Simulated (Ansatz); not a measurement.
Cost and result up the ladder for Ga₁₂N₁₂ (started as a model of: (GaN)12 cage of four- and six-membered rings) (24 atoms). Charge 0, multiplicity 1. Geometry: PBE-D4/def2-SVP.

```xyz
24

Ga    2.602   -1.132   -0.100
Ga    2.420    1.479   -0.138
Ga    1.420    0.134    2.455
Ga    0.235   -2.490    1.343
Ga    0.115   -2.537   -1.271
Ga    1.188    0.046   -2.579
Ga   -1.420   -0.135   -2.455
Ga   -0.236    2.491   -1.343
Ga   -0.115    2.537    1.271
Ga   -1.188   -0.045    2.579
Ga   -2.420   -1.479    0.138
Ga   -2.602    1.132    0.100
N     2.710    0.167   -1.528
N     2.839    0.216    1.265
N     0.226   -1.345    2.801
N     1.587   -2.680   -0.026
N    -1.200   -2.874    0.106
N    -0.031   -1.444   -2.760
N    -0.226    1.345   -2.801
N     1.200    2.873   -0.106
N     0.031    1.444    2.760
N    -1.587    2.681    0.026
N    -2.839   -0.216   -1.265
N    -2.710   -0.167    1.528
```

Ansatz on 4 threads of AMD EPYC 7R13 on a shared host and a share (37 GiB) of an NVIDIA H100 80GB HBM3. Times are rough, and most runs start from the orbitals of an earlier one. r2SCAN0-D4/def2-TZVP serves as the yardstick here, not as an exact answer. Differences are given only for rows in sets of like size (and for xTB, whose basis is part of the method), since another set adds its own error. Binding counts from free atoms at the same level (Ga doublet, N quartet; other spins of the atoms weren't run), without zero-point energy or a counterpoise term.

Correlated methods freeze 120 core orbitals; core or outer-core shells of Ga are correlated, in sets that lack core-valence functions. The rows differ in basis, and correlated rows in double-zeta sets carry the largest basis error. Single mean-field runs in def2-SVP, def2-TZVP are fitted with def2-universal-jkfit.

Correlated methods converge slowly with the basis, most of all in double-zeta sets.

| level | functions | binding energy per atom (eV) | difference from r2SCAN0-D4/def2-TZVP (eV) |
| --- | --- | --- | --- |
| r2SCAN0-D4/def2-TZVP | 948 | 3.46 | 0.00 |
| r2SCAN-D4/def2-TZVP | 948 | 3.65 | 0.18 |
| MP2/def2-SVP | 552 | 3.58 | – |
| PBE0-D4/def2-SVP | 552 | 3.67 | – |
| PBE0-D4/def2-TZVP | 948 | 3.65 | 0.18 |
| PBE-D4/def2-SVP | 552 | 3.88 | – |
| PBE-D4/def2-TZVP (with forces) | 948 | 3.84 | 0.37 |

(1) Estimate how long each takes.

## Answers

(1) PBE-D4/def2-SVP 6 s; PBE0-D4/def2-SVP 6.5 s; MP2/def2-SVP 10 s; r2SCAN-D4/def2-TZVP 11 s; PBE-D4/def2-TZVP (with forces) 12 s; r2SCAN0-D4/def2-TZVP 13 s; PBE0-D4/def2-TZVP 17 s. On shared hardware such times vary by a factor of up to 3.
